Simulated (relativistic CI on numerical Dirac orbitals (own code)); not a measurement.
Radial parameters of Ba XXXVII

Calculated at this level of theory: Dirac-Coulomb-Breit CI, separate exchange-only KLI orbitals for each configuration, model QED, unscaled Slater integrals (own radial code, finite nucleus).

Slater integrals F^k, G^k are unscaled and averaged over j, outside the closed core [Ne]; ζ comes from projecting the Hamiltonian with its Breit term on Σ l·s of the shell.

- 3s2.3p6.3d2: F^2(3d,3d) = 433370, F^4(3d,3d) = 279980, ζ(3d) = 63379 cm⁻¹; <r>(3d) = 0.2359, <r^2>(3d) = 0.06449 (bohr units).
- 3s2.3p5.3d3: ζ(3p) = 473150, F^2(3d,3d) = 432530, F^4(3d,3d) = 279410, F^2(3p,3d) = 374570, G^1(3p,3d) = 399300, G^3(3p,3d) = 266810, ζ(3d) = 62654 cm⁻¹; <r>(3p) = 0.2652, <r^2>(3p) = 0.08124, <r>(3d) = 0.2363, <r^2>(3d) = 0.06473 (bohr units).
- 3s.3p6.3d3: F^2(3d,3d) = 432160, F^4(3d,3d) = 279170, G^2(3s,3d) = 300820, ζ(3d) = 63024 cm⁻¹; <r>(3s) = 0.2717, <r^2>(3s) = 0.08416, <r>(3d) = 0.2365, <r^2>(3d) = 0.06483 (bohr units).

Task: Give the Racah parameters of the d shell in 3s2.3p6.3d2.

Result: B = F²/49 − 5F⁴/441 = 5670 cm⁻¹ and C = 35F⁴/441 = 22220 cm⁻¹.

Averages of the first 10 configurations, taken without configuration mixing, which lowers the lowest level and can move excited configurations by several eV; other configurations of the list can lie among them:

```tsv
Configuration	Parity	States	Average energy above the lowest level (eV)
3s2.3p6.3d2	even	45	28.5
3s2.3p5.3d3	odd	720	267.6
3s.3p6.3d3	even	240	472.2
3s2.3p6.3d.4s	even	20	1009.5
3s2.3p6.3d.4p	odd	60	1085.1
3s2.3p6.3d.4d	even	100	1180.5
3s2.3p5.3d2.4s	odd	540	1241.0
3s2.3p6.3d.4f	odd	140	1259.2
3s2.3p5.3d2.4p	even	1620	1316.9
3s2.3p5.3d2.4d	odd	2700	1411.8
```
